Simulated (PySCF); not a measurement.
Gas-phase reaction: GeF₃ + 2 H ⇌ GeH₂F₂ + F

Computed with PySCF (xtb for GFN2) and rigid-rotor harmonic-oscillator thermochemistry at 1 bar. † marks an energy on the PBE0/def2-TZVP geometry and frequencies; other levels use their own. MP2 freezes the core. 6-31G* has spherical d functions here. Open shells (unrestricted): GeF₃ (multiplicity 2), H (multiplicity 2), F (multiplicity 2, electronic degeneracy 6); the rest are closed-shell singlets. GFN2 has no spin-polarisation term. Spin-orbit splitting is ignored; it lowers the true energy and changes the entropy of F. Ge: all electrons, no relativistic terms. GeF₃, GeH₂F₂: computed as isolated molecules; such fragments, hydroxides, amides, oligomers or adducts are transient or little studied in the gas. MP2 isn't extrapolated to the basis-set limit; its ΔH°(298 K) is -139.8 kJ in def2-SVP and -133.2 kJ in def2-TZVPP. The harmonic model lacks anharmonicity and excited electronic states, which grow with temperature; levels with a mode under 35 cm⁻¹ are left out.

```json
[
 {"level": "GFN2-xTB", "ΔE electronic, kJ": "-262", "ΔH°(298 K), kJ": "-235", "ΔS°(298 K), J/K": "-111", "ΔG°(800 K), kJ": "-140"},
 {"level": "HF/6-31G*", "ΔE electronic, kJ": "-217", "ΔH°(298 K), kJ": "-186", "ΔS°(298 K), J/K": "-90", "ΔG°(800 K), kJ": "-107"},
 {"level": "M06-2X/def2-TZVP†", "ΔE electronic, kJ": "-177", "ΔH°(298 K), kJ": "-149", "ΔS°(298 K), J/K": "-91", "ΔG°(800 K), kJ": "-69"},
 {"level": "MP2/def2-TZVPP†", "ΔE electronic, kJ": "-162", "ΔH°(298 K), kJ": "-133", "ΔS°(298 K), J/K": "-91", "ΔG°(800 K), kJ": "-54"},
 {"level": "PBE0/def2-QZVP†", "ΔE electronic, kJ": "-188", "ΔH°(298 K), kJ": "-159", "ΔS°(298 K), J/K": "-91", "ΔG°(800 K), kJ": "-80"},
 {"level": "PBE0/def2-TZVP", "ΔE electronic, kJ": "-189", "ΔH°(298 K), kJ": "-160", "ΔS°(298 K), J/K": "-91", "ΔG°(800 K), kJ": "-81"},
 {"level": "LDA/def2-TZVP†", "ΔE electronic, kJ": "-151", "ΔH°(298 K), kJ": "-122", "ΔS°(298 K), J/K": "-91", "ΔG°(800 K), kJ": "-43"},
 {"level": "ωB97X-V/def2-TZVP†", "ΔE electronic, kJ": "-203", "ΔH°(298 K), kJ": "-175", "ΔS°(298 K), J/K": "-91", "ΔG°(800 K), kJ": "-96"}
]
```
ΔH° is lowest at GFN2-xTB and highest at LDA/def2-TZVP†. No reference value is set beside these.
